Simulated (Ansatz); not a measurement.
Calculated with Ansatz (gas phase, PBE0-D4/def2-TZVP geometries, no zero-point term in ΔE). CCSD(T)/CBS is the MP2 limit (def2-TZVPP, def2-QZVPP) plus CCSD(T) − MP2 in def2-TZVPP, frozen cores. DFT in def2-TZVPP. B3LYP here is the variant with VWN-RPA as its local correlation; programs differ in this. For Ga outer-core shells are correlated without core-valence functions, which leaves a few kJ/mol of doubt a bond. Scalar relativity is left out up to krypton. Each species was taken in one conformer, which may not be the lowest.

Reaction (redistribution): `S[SiH2]BCl` + `[SiH3][GaH2]` → `Cl[BH][GaH2]` + `[SiH3][SiH2]S`

```
             level  ΔE (kJ/mol)  difference from CCSD(T)/CBS
         r2SCAN-D4         13.6                          2.7
          B3LYP-D4         14.3                          3.4
           ωB97X-V         11.5                          0.6
           ωB97M-V         13.3                          2.4
          PBE-QIDH         12.4                          1.5
            revPBE         12.8                          1.9
             B3LYP         13.7                          2.8
           r2SCANh         13.3                          2.4
           LC-ωPBE          9.4                         -1.5
RPA@PBE/def2-TZVPP         12.0                          1.1
  CCSD(T)/def2-SVP         18.1                          7.2
CCSD(T)/def2-TZVPP         12.5                          1.6
     HF/def2-QZVPP         12.9                          2.0
      HF/CBS(def2)         12.9                          2.0
     MP2/CBS(def2)         10.6                         -0.3
    CCSD/CBS(def2)         10.5                         -0.4
       CCSD(T)/CBS         10.9                            0
```

Largest T1 diagnostic among the species: 0.014.

Leaving LDA and LC-ωPBE aside and taking each functional with its dispersion term where it has one, the values, not all of them listed here, spread over 3.9 kJ/mol, from ωB97X-V to B97M-V. At CCSD(T), def2-SVP lies +7.2 kJ/mol from the extrapolated value and def2-TZVPP +1.6 kJ/mol.
